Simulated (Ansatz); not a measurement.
`N[SiH](O)[SiH2][SiH3]` and `[NH2][GeH2][SiH](N)O` differ in one atom or group.

Ansatz, PBE0-D4/def2-TZVP geometries, multiplicity 1. Each molecule was computed in one conformer, which needn't be the lowest.

Scalar relativity is left out up to krypton.

```json
{"property": "HOMO energy (PBE/def2-TZVPP) / eV", "`N[SiH](O)[SiH2][SiH3]`": "-5.97"}
{"property": "HOMO energy (B3LYP/def2-TZVPP) / eV", "`N[SiH](O)[SiH2][SiH3]`": "-6.98"}
{"property": "HOMO–LUMO gap (PBE/def2-TZVPP) / eV", "`N[SiH](O)[SiH2][SiH3]`": "5.14"}
{"property": "LUMO energy (PBE/def2-TZVPP) / eV", "`N[SiH](O)[SiH2][SiH3]`": "-0.83"}
{"property": "size of the dipole moment (ωB97M-V/def2-TZVPP) / D", "`N[SiH](O)[SiH2][SiH3]`": "2.61"}
{"property": "HOMO–LUMO gap (PBE0/def2-TZVPP) / eV", "`N[SiH](O)[SiH2][SiH3]`": "7.17"}
```

Q: What does the change do to each property? (An estimate is asked.)

A: Computed: 
| property | `[NH2][GeH2][SiH](N)O` | shift |
| --- | --- | --- |
| HOMO energy (PBE/def2-TZVPP) / eV | -5.54 | 0.43 |
| HOMO energy (B3LYP/def2-TZVPP) / eV | -6.72 | 0.26 |
| HOMO–LUMO gap (PBE/def2-TZVPP) / eV | 4.99 | -0.15 |
| LUMO energy (PBE/def2-TZVPP) / eV | -0.55 | 0.28 |
| size of the dipole moment (ωB97M-V/def2-TZVPP) / D | 2.67 | 0.06 |
| HOMO–LUMO gap (PBE0/def2-TZVPP) / eV | 7.24 | 0.07 |

With PBE0 the HOMO rises by 0.21 eV and the LUMO rises by 0.28 eV, so the gap widens by about 0.07 eV. PBE moves the HOMO by 0.43 eV and ωB97M-V by -0.03 eV. Dipoles are sizes alone; their direction can turn.

B3LYP here is the variant with VWN-RPA as its local correlation; programs differ in this.
